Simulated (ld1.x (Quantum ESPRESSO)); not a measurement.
How hard is this Pt PAW potential?

- Element: platinum
- Generator: ld1.x (Quantum ESPRESSO) 7.5
- Type: PAW
- Functional: PBE
- Relativity: non-relativistic
- Frozen core: [Kr] 4d10
- Valence charge: 32
- Reference configuration: 4f14 5s2 5p6 5d9 6s1 6p0
- Partial waves: 5s (bound): rcut 1.55, rcutus 1.85 bohr; 6s (bound): rcut 1.55, rcutus 1.85 bohr; 5p (bound): rcut 1.50, rcutus 2.32 bohr; 6p (bound, empty): rcut 1.50, rcutus 2.32 bohr; 5d (bound): rcut 1.90, rcutus 2.15 bohr; 5d channel at 0.2 Ry: rcut 1.90, rcutus 2.15 bohr; 4f (bound): rcut 0.60, rcutus 0.75 bohr; 4f channel at -5.65 Ry: rcut 0.60, rcutus 0.75 bohr
- Local potential: all-electron potential smoothed inside 1.75 bohr (lloc = -1)
- Core correction: Bessel-smoothed model core inside 0.70 bohr
- Augmentation charge: BESSEL, radius 0.55 bohr

The pseudo-atom Hamiltonian at the reference potential is diagonalised in spherical Bessel functions j_l(qr) that vanish at 20 bohr, with q² up to the cutoff. All-electron valence levels (Ry): 5s -5.8833, 6s -0.3016, 5p -3.7511, 6p -0.0639, 5d -0.5308, 4f -6.0427.

Question: How do the lowest levels (Ry) of each channel move with the cutoff, and are there ghosts?

Answer:

```tsv
cutoff (Ry)	s #1	s #2	s #3	p #1	p #2	d #1	d #2	f #1	Σ f·Δε (mRy)
8	-5.7609	-0.2426	0.0160	-3.4114	-0.0614	-0.2042	0.0609	0.1081	91386.1
25	-5.8827	-0.2990	0.0095	-3.7510	-0.0638	-0.5303	0.0580	0.1081	86113.2
50	-5.8833	-0.3016	0.0092	-3.7511	-0.0638	-0.5308	0.0580	0.1081	86104.6
100	-5.8833	-0.3016	0.0092	-3.7511	-0.0638	-0.5308	0.0580	-1.7294	60379.9
180	-5.8833	-0.3016	0.0092	-3.7511	-0.0638	-0.5309	0.0580	-5.8124	3216.6
400	-5.8833	-0.3016	0.0092	-3.7511	-0.0638	-0.5309	0.0580	-6.0422	0.0
```

Result: no extra level below or beside the all-electron valence levels (s, p, d, f tested); 10 mRy is reached at over 300 Ry and 1 mRy at over 300 Ry.

Test run stopped at test 6 of 7 (negative rho).
